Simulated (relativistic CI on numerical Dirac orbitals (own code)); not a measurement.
Computed by Dirac-Coulomb-Breit CI, orbitals from a KLI potential per configuration, model QED, unscaled Slater integrals (own radial code, finite nucleus).

Configuration list (outside the closed core 1s2): 2s2 2p4, 2s 2p5, 2p6, 2p5 3s, 2p5 3p, 2p5 3d, 2s2 2p3 3s, 2s2 2p3 3p, 2s2 2p3 3d, 2s 2p4 3s, 2s 2p4 3p, 2s 2p4 3d, 2s2 2p3 4s, 2s2 2p3 4p, 2s2 2p3 4d, 2s2 2p3 4f, 2s 2p4 4s, 2s2 2p2 3s2, 2s 2p4 4p, 2s 2p4 4d, 2s2 2p2 3s 3p, 2s 2p4 4f, 2s2 2p3 5s, 2s2 2p3 5p, 2s2 2p2 3s 3d, 2s2 2p2 3p2, 2s2 2p3 5d, 2s2 2p3 5f, 2s2 2p3 5g, 2s2 2p2 3p 3d, 2s 2p3 3s2, 2s2 2p2 3d2, 2s 2p3 3s 3p, 2s 2p3 3s 3d, 2s 2p3 3p2, 2s 2p4 5s. Levels of other configurations are missing.

At this charge energies of transitions that change n are usually good to better than 1 %, and those within a shell (Δn = 0) to a few per cent.

Outline of the computed level scheme of Tb LVIII. Lowest level of each configuration: 2s2 2p4 3P_2 at 0.00 eV; 2s 2p5 3P°_2 at 1109.78 eV; 2p6 1S_0 at 2325.88 eV; 2s2 2p3 3s 3P°_2 at 6608.25 eV; 2s2 2p3 3p 3P_1 at 6708.63 eV; 2s2 2p3 3d 3D°_2 at 7032.56 eV; 2s 2p4 3s 5P_3 at 7645.34 eV.

Some strong electric-dipole decays among the lowest 45 levels: 2s2 2p3 3d 3D°_3 → 2s2 2p4 3P_2 (1.3e+15 s⁻¹); 2s2 2p3 3d 3D°_1 → 2s2 2p4 1S_0 (8.2e+14 s⁻¹); 2s2 2p3 3d 3D°_2 → 2s2 2p4 3P_2 (6.0e+14 s⁻¹); 2s2 2p3 3d 3D°_1 → 2s2 2p4 3P_2 (1.6e+14 s⁻¹); 2s2 2p3 3s 1D°_2 → 2s2 2p4 1D_2 (1.1e+14 s⁻¹); 2s2 2p3 3s 3S°_1 → 2s2 2p4 3P_1 (1.1e+14 s⁻¹); 2s2 2p3 3s 1P°_1 → 2s2 2p4 3P_2 (1.0e+14 s⁻¹); 2s 2p4 3s 3P_2 → 2s 2p5 3P°_2 (7.9e+13 s⁻¹).

LS names give the leading component of a level, which can be under half, so a name can repeat, a term be missing and a line seem to break the LS rules.
